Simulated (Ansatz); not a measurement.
Geometry optimisation, RKS CAM-B3LYP-D4/STO-3G in Ansatz.

input.yaml

```yaml
crystal:
  periodic: [false, false, false]
  atoms:
    - { symbol: Al, position_ang: [-1.375708, 1.054286, 0.522887] }
    - { symbol: C, position_ang: [1.451379, -0.430181, -0.145659] }
    - { symbol: C, position_ang: [0.343364, -1.029657, -0.57741] }
    - { symbol: H, position_ang: [-1.857907, -0.204904, -0.141284] }
    - { symbol: F, position_ang: [-1.004584, 2.396734, -0.310835] }
    - { symbol: F, position_ang: [-1.187794, 1.186107, 2.12993] }
    - { symbol: H, position_ang: [1.972015, 0.323138, -0.743949] }
    - { symbol: H, position_ang: [1.884605, -0.650581, 0.834167] }
    - { symbol: H, position_ang: [-0.067925, -0.836811, -1.571946] }
    - { symbol: H, position_ang: [-0.157445, -1.808131, 0.004198] }
basis:
  gaussian: { orbitals: STO-3G }
hamiltonian:
  xc: cam_b3lyp
  dispersion: d4
relax:
  f_tol: 0.03
  max_steps: 50
output:
  orbitals: {}
```

Command:

```bash
$ ansatz run input.yaml --threads 1 --pin off --max-ram 2048MiB --backend cpu --events-out ev --progress --plain --runs-dir out
```

Task: Where does it end, and by what steps?

Result: It converged. Limits of this set-up: minimal basis. After 9 steps the energy has fallen by 0.284 eV; F6 moved furthest, 0.59 Å.

```json
{"step": "0", "energy less start (eV)": "0.0000", "largest force component (eV/Å)": "0.632", "accepted": "yes"}
{"step": "1", "energy less start (eV)": "-0.0846", "largest force component (eV/Å)": "0.646", "accepted": "yes"}
{"step": "2", "energy less start (eV)": "-0.0978", "largest force component (eV/Å)": "1.105", "accepted": "yes"}
{"step": "3", "energy less start (eV)": "-0.1397", "largest force component (eV/Å)": "0.839", "accepted": "yes"}
{"step": "4", "energy less start (eV)": "-0.2054", "largest force component (eV/Å)": "0.411", "accepted": "yes"}
{"step": "5", "energy less start (eV)": "-0.2434", "largest force component (eV/Å)": "0.481", "accepted": "yes"}
{"step": "6", "energy less start (eV)": "-0.2670", "largest force component (eV/Å)": "0.402", "accepted": "yes"}
{"step": "7", "energy less start (eV)": "-0.2717", "largest force component (eV/Å)": "0.480", "accepted": "yes"}
{"step": "8", "energy less start (eV)": "-0.2840", "largest force component (eV/Å)": "0.048", "accepted": "yes"}
{"step": "9", "energy less start (eV)": "-0.2844", "largest force component (eV/Å)": "0.018", "accepted": "yes"}
```

```xyz
10
Properties=species:S:1:pos:R:3
Al -1.170 0.910 0.453
C 1.209 -0.232 -0.047
C 0.366 -1.097 -0.617
H -2.280 0.051 -0.035
F -0.622 2.173 -0.416
F -0.695 0.887 2.009
H 1.641 0.606 -0.606
H 1.532 -0.340 0.993
H 0.064 -1.005 -1.665
H -0.045 -1.951 -0.069
```

Whether the end is a true minimum wasn't checked by a vibrational analysis.

Run time: 8.6 s on 1 thread of AMD EPYC 9R45 96-Core Processor (Zen 5), on a shared host, peak memory 0.14 GiB.
